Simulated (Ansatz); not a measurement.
Reaction (hydrogenolysis of a C–F bond): `FC1OB1Cl` + H₂ → `ClB1CO1` + H–F

Computed with Ansatz on PBE0-D4/def2-TZVP structures; ΔE is electronic, products minus reactants. CBS: MP2 limit from def2 TZ/QZ plus the TZ coupled-cluster correction, frozen cores. This one scheme is used for every species. DFT in def2-TZVPP. B3LYP here is the variant with VWN-RPA as its local correlation; programs differ in this.

CCSD(T)/CBS gives -21.9 kcal/mol.

**Question.** Another level gave -19.6 kcal/mol. Which?
A. revPBE-D4/def2-TZVPP
B. PBE0/def2-TZVPP
C. B3LYP-D4/def2-TZVPP
D. CCSD/def2-TZVPP

**Answer.** B. PBE0 -19.6, revPBE-D4 -17.1, CCSD/def2-TZVPP -21.7, B3LYP-D4 -18.6 kcal/mol.

Largest T1 diagnostic among the species: 0.014.

From BLYP to BHLYP (50 % exact exchange), in def2-TZVPP and without D4, ΔE moves by −2.9 kcal/mol. Leaving LDA and LC-ωPBE aside and taking each functional with its dispersion term where it has one, the values, not all of them listed here, spread over 4.2 kcal/mol, from PBE-QIDH to BLYP-D4. LDA lies +1.4 kcal/mol from PBE without D4. At CCSD(T), def2-SVP lies +4.9 kcal/mol from the extrapolated value and def2-TZVPP +1.0 kcal/mol.
